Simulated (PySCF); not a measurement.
PySCF input file for C2H4BFO2, SMILES COB(F)C=O, PBE-D3(BJ)/def2-SVP. Geometry: PBE-D3(BJ)/def2-SVP. The structure was generated by enumeration, and PubChem lists no compound with its InChIKey, so it may never have been made. Other conformers were not sampled.

```python
import numpy as np
from pyscf import gto, scf, dft, df
from pyscf.hessian import thermo

mol = gto.M(
    atom='''
    C    -0.00517652    1.97059203   -0.00000000
    O    -0.89914253    0.85681593   -0.00000000
    B    -0.53401567   -0.43570378    0.00000000
    F    -1.51520554   -1.35052235    0.00000000
    C     0.97582965   -1.02688127    0.00000000
    O     1.99962374   -0.35539046    0.00000000
    H     1.05313224    1.64761381   -0.00000000
    H    -0.21478070    2.58696774    0.89744231
    H    -0.21478070    2.58696774   -0.89744231
    H     1.05558894   -2.16199755    0.00000000
    ''',
    basis='def2-SVP',
    charge=0,
    spin=0,
    max_memory=1600,
    verbose=3,
)
mf = dft.RKS(mol, xc='pbe').density_fit(auxbasis='def2-universal-jkfit')
mf.disp = 'd3bj'
mf.grids.level = 3
mf.conv_tol = 1e-11
mf.max_cycle = 100
mf.kernel()

# [left out here: the lines that compute and print the analytic Hessian (its translational invariance restored by hand, since the grid's response is missing), thermochemistry and intensities]
```

Log of the run:

```
converged SCF energy = -353.186154853096

WARN: DFTD3 does not support analytical Hessian, using finite difference


WARN: Mole.unit (angstrom) is changed to Bohr

Mode                                 0                   1                   2
Irrep
Freq [cm^-1]                       81.6128            123.6943            168.2055
Reduced mass [au]                   2.3618              1.1446              3.9520
Force const [Dyne/A]                0.0093              0.0103              0.0659
Char temp [K]                     117.4227            177.9686            242.0103
Normal mode                   x     y     z       x     y     z       x     y     z
       0   C                -0.00  0.00 -0.03    0.00 -0.00 -0.02    0.00 -0.00  0.11
       1   O                 0.00 -0.00  0.02   -0.00  0.00 -0.04   -0.00 -0.00 -0.17
       2   B                 0.00 -0.00 -0.02   -0.00  0.00 -0.02   -0.00 -0.00 -0.03
       3   F                -0.00  0.00  0.05    0.00 -0.00  0.03   -0.00 -0.00  0.09
       4   C                 0.00 -0.00 -0.16   -0.00  0.00 -0.04   -0.00  0.00 -0.01
       5   O                 0.00 -0.00  0.12   -0.00  0.00  0.06   -0.00  0.00 -0.02
       6   H                -0.00  0.00  0.14    0.00 -0.00 -0.51    0.00 -0.00  0.27
       7   H                -0.11  0.12 -0.14    0.36 -0.29  0.27   -0.17 -0.10  0.15
       8   H                 0.11 -0.12 -0.14   -0.36  0.29  0.27    0.17  0.10  0.15
       9   H                 0.00 -0.00 -0.52   -0.00  0.00 -0.15    0.00  0.00 -0.02
Mode                                 3                   4                   5
Irrep
Freq [cm^-1]                      219.5055            270.7674            384.8444
Reduced mass [au]                   5.8218              4.1026              9.9331
Force const [Dyne/A]                0.1653              0.1772              0.8668
Char temp [K]                     315.8195            389.5740            553.7054
Normal mode                   x     y     z       x     y     z       x     y     z
       0   C                 0.12 -0.09 -0.00    0.07 -0.09 -0.00    0.04  0.08  0.00
       1   O                 0.05 -0.03  0.00   -0.13  0.05  0.00    0.06  0.05 -0.00
       2   B                -0.03 -0.05  0.00   -0.05  0.07 -0.00   -0.01  0.02  0.00
       3   F                -0.06 -0.02 -0.00    0.07 -0.04 -0.00    0.10 -0.09  0.00
       4   C                -0.00  0.03  0.00   -0.03  0.08 -0.00   -0.10 -0.03 -0.00
       5   O                -0.08  0.15  0.00    0.04 -0.03  0.00   -0.13 -0.01 -0.00
       6   H                 0.10 -0.15 -0.00    0.01 -0.29  0.00    0.05  0.11  0.00
       7   H                 0.15 -0.07 -0.00    0.19 -0.05  0.00    0.01  0.07  0.00
       8   H                 0.15 -0.07  0.00    0.19 -0.05 -0.00    0.01  0.07 -0.00
       9   H                 0.13  0.04  0.00   -0.14  0.07  0.00   -0.11 -0.03 -0.00
Mode                                 6                   7                   8
Irrep
Freq [cm^-1]                      446.4993            560.9454            713.3635
Reduced mass [au]                   3.7731             10.3746              4.5495
Force const [Dyne/A]                0.4432              1.9234              1.3641
Char temp [K]                     642.4131            807.0755           1026.3712
Normal mode                   x     y     z       x     y     z       x     y     z
       0   C                 0.00 -0.00 -0.01    0.04  0.09  0.00   -0.03 -0.07  0.00
       1   O                -0.00 -0.00 -0.06    0.04  0.04 -0.00    0.10 -0.07  0.00
       2   B                 0.00  0.00  0.25   -0.10 -0.02  0.00    0.01 -0.01  0.00
       3   F                 0.00  0.00 -0.05   -0.09 -0.12 -0.00    0.02  0.03 -0.00
       4   C                -0.00  0.00  0.02    0.02  0.08  0.00   -0.11  0.17 -0.00
       5   O                -0.00  0.00 -0.03    0.09 -0.02 -0.00    0.02 -0.03  0.00
       6   H                -0.00 -0.00  0.00    0.05  0.12  0.00    0.01  0.07 -0.00
       7   H                -0.01 -0.02 -0.00    0.00  0.07  0.00   -0.11 -0.09 -0.01
       8   H                 0.01  0.02 -0.00    0.00  0.07 -0.00   -0.11 -0.09  0.01
       9   H                 0.00  0.00 -0.44   -0.02  0.08 -0.00   -0.30  0.15  0.00
Mode                                 9                  10                  11
Irrep
Freq [cm^-1]                      920.7307           1045.0521           1149.0106
Reduced mass [au]                   2.0046              8.1380              1.2766
Force const [Dyne/A]                1.0012              5.2366              0.9930
Char temp [K]                    1324.7265           1503.5973           1653.1704
Normal mode                   x     y     z       x     y     z       x     y     z
       0   C                 0.00  0.00  0.00   -0.10 -0.14 -0.00   -0.00  0.00 -0.12
       1   O                -0.00 -0.00 -0.02    0.10  0.11  0.00    0.00 -0.00  0.05
       2   B                -0.00 -0.00  0.12   -0.09  0.09 -0.00    0.00 -0.00  0.01
       3   F                 0.00  0.00 -0.02    0.00 -0.02 -0.00   -0.00 -0.00 -0.00
       4   C                 0.00 -0.00 -0.17    0.04 -0.05 -0.00   -0.00  0.00  0.00
       5   O                -0.00 -0.00  0.04    0.00  0.01  0.00   -0.00 -0.00 -0.00
       6   H                 0.00  0.00 -0.00   -0.08 -0.07 -0.00   -0.00 -0.00  0.30
       7   H                -0.01 -0.00  0.00   -0.07 -0.08 -0.03   -0.28 -0.49  0.15
       8   H                 0.01  0.00  0.00   -0.07 -0.08  0.03    0.28  0.49  0.15
       9   H                 0.00 -0.00  0.67    0.11 -0.04  0.00   -0.00  0.00  0.01
Mode                                12                  13                  14
Irrep
Freq [cm^-1]                     1154.1530           1257.5393           1372.1294
Reduced mass [au]                   1.3703              3.7680              1.5320
Force const [Dyne/A]                1.0754              3.5108              1.6994
Char temp [K]                    1660.5692           1809.3190           1974.1888
Normal mode                   x     y     z       x     y     z       x     y     z
       0   C                -0.11  0.05  0.00    0.00 -0.05  0.00   -0.01 -0.05  0.00
       1   O                 0.05  0.00 -0.00   -0.02  0.06 -0.00   -0.02  0.05  0.00
       2   B                 0.06 -0.03 -0.00    0.21  0.05 -0.00    0.09 -0.05 -0.00
       3   F                -0.02 -0.01  0.00   -0.08 -0.06  0.00   -0.02 -0.01 -0.00
       4   C                -0.01  0.02 -0.00    0.01 -0.01 -0.00   -0.06  0.07  0.00
       5   O                -0.00 -0.00 -0.00   -0.01  0.02  0.00   -0.03 -0.06  0.00
       6   H                -0.28 -0.50 -0.00    0.05  0.12  0.00    0.05  0.14 -0.00
       7   H                 0.41  0.11  0.08   -0.07 -0.00 -0.05    0.03  0.15 -0.12
       8   H                 0.41  0.11 -0.08   -0.07 -0.00  0.05    0.03  0.15  0.12
       9   H                -0.06  0.02 -0.00   -0.41 -0.04  0.00    0.71  0.15 -0.00
Mode                                15                  16                  17
Irrep
Freq [cm^-1]                     1383.2490           1421.7546           1437.5428
Reduced mass [au]                   1.4369              1.0422              1.0410
Force const [Dyne/A]                1.6199              1.2412              1.2675
Char temp [K]                    1990.1873           2045.5883           2068.3040
Normal mode                   x     y     z       x     y     z       x     y     z
       0   C                 0.04  0.07 -0.00    0.05 -0.01  0.00    0.00 -0.00 -0.05
       1   O                 0.01 -0.03 -0.00    0.01 -0.01  0.00    0.00 -0.00 -0.01
       2   B                 0.05  0.12 -0.00   -0.01 -0.02  0.00   -0.00 -0.00 -0.00
       3   F                -0.03 -0.03  0.00    0.00  0.00 -0.00    0.00  0.00  0.00
       4   C                -0.02  0.01 -0.00   -0.00 -0.01  0.00   -0.00 -0.00 -0.00
       5   O                -0.01 -0.02 -0.00    0.01  0.01  0.00    0.00  0.00 -0.00
       6   H                -0.11 -0.42  0.00   -0.12 -0.50 -0.00   -0.00 -0.00  0.71
       7   H                -0.25 -0.30  0.17   -0.31  0.37 -0.33    0.47  0.04  0.05
       8   H                -0.25 -0.30 -0.17   -0.31  0.37  0.33   -0.47 -0.04  0.05
       9   H                 0.32  0.06  0.00   -0.09 -0.01 -0.00   -0.00 -0.00  0.01
Mode                                18                  19                  20
Irrep
Freq [cm^-1]                     1501.9239           1740.6716           2737.6504
Reduced mass [au]                   3.2875             11.3333              1.0829
Force const [Dyne/A]                4.3693             20.2320              4.7819
Char temp [K]                    2160.9341           2504.4388           3938.8694
Normal mode                   x     y     z       x     y     z       x     y     z
       0   C                 0.01  0.02 -0.00   -0.00 -0.00  0.00   -0.00 -0.00  0.00
       1   O                -0.01  0.13  0.00   -0.00  0.00 -0.00    0.00 -0.00 -0.00
       2   B                 0.01 -0.21  0.00    0.02  0.00  0.00   -0.00 -0.00 -0.00
       3   F                 0.02  0.02 -0.00    0.00 -0.00  0.00    0.00  0.00  0.00
       4   C                -0.01  0.02  0.00   -0.20 -0.11 -0.00    0.02 -0.08 -0.00
       5   O                 0.01  0.00 -0.00    0.13  0.08  0.00   -0.00 -0.00 -0.00
       6   H                -0.05 -0.19  0.00    0.01  0.04 -0.00    0.01  0.00 -0.00
       7   H                -0.18 -0.22  0.12    0.02  0.00  0.00   -0.00  0.00  0.00
       8   H                -0.18 -0.22 -0.12    0.02  0.00 -0.00   -0.00  0.00 -0.00
       9   H                -0.11  0.00 -0.00    0.10 -0.04  0.00   -0.10  0.95  0.00
Mode                                21                  22                  23
Irrep
Freq [cm^-1]                     2971.7285           3062.7029           3091.4008
Reduced mass [au]                   1.0312              1.1067              1.1096
Force const [Dyne/A]                5.3655              6.1165              6.2477
Char temp [K]                    4275.6557           4406.5476           4447.8375
Normal mode                   x     y     z       x     y     z       x     y     z
       0   C                -0.02 -0.04  0.00   -0.00  0.00 -0.09    0.08 -0.05 -0.00
       1   O                -0.00 -0.00  0.00    0.00 -0.00  0.00   -0.00 -0.00  0.00
       2   B                -0.00  0.00  0.00    0.00  0.00 -0.00   -0.00  0.00  0.00
       3   F                -0.00 -0.00  0.00   -0.00 -0.00 -0.00   -0.00 -0.00  0.00
       4   C                 0.00  0.00 -0.00   -0.00 -0.00  0.00   -0.00 -0.00 -0.00
       5   O                -0.00  0.00 -0.00    0.00  0.00  0.00    0.00 -0.00 -0.00
       6   H                 0.49 -0.15 -0.00    0.00 -0.00 -0.02   -0.77  0.24 -0.00
       7   H                -0.11  0.32  0.49   -0.14  0.37  0.54   -0.06  0.18  0.29
       8   H                -0.11  0.32 -0.49    0.14 -0.37  0.54   -0.06  0.18 -0.29
       9   H                 0.00 -0.01 -0.00   -0.00  0.00 -0.00    0.00  0.00 -0.00
temperature 298.1500 [K]
pressure 101325.00 [Pa]
Rotational constants [GHz] 3.87680 3.59970 1.88922
Symmetry number 1
Zero-point energy (ZPE) 0.06656 [Eh]   174754.540 [J/mol]
                           tot       elec      trans        rot        vib
Entropy [J/mol/K]       344.224      0.000    164.847    112.560     66.817
Cv [J/mol/K]             92.218      0.000     12.472     12.472     67.274
Cp [J/mol/K]            100.532      0.000     20.786     12.472     67.274
Internal energy [J/mol]                      3718.434   3718.434 185556.045
Internal energy [Eh]   -353.11265  -353.18615
Enthalpy [J/mol]                             6197.391   3718.434 185556.045
Enthalpy [Eh]          -353.11170
Gibbs free energy [J/mol]                  -42951.651 -29841.215 165634.455
Gibbs free energy [Eh] -353.15079
mode   freq/cm-1   IR/(km/mol)
   1       81.61        11.212
   2      123.69         0.399
   3      168.21         2.860
   4      219.51        12.850
   5      270.77         0.390
   6      384.84         7.094
   7      446.50        17.900
   8      560.95        27.412
   9      713.36        29.347
  10      920.73         6.759
  11     1045.05        54.662
  12     1149.01         0.016
  13     1154.15        14.103
  14     1257.54       108.997
  15     1372.13        13.342
  16     1383.25       121.563
  17     1421.75         8.025
  18     1437.54         4.483
  19     1501.92       271.569
  20     1740.67        54.063
  21     2737.65       182.269
  22     2971.73        51.267
  23     3062.70        14.624
  24     3091.40         0.633
max |gradient| / (hartree/bohr): 0.0003434377632657652
APT charges: [ 0.4053 -0.7843  1.0735 -0.5643  0.4459 -0.5047  0.057  -0.0102 -0.0102
 -0.1081]
```

The run converged.

Cost: roughly 90 core-seconds.
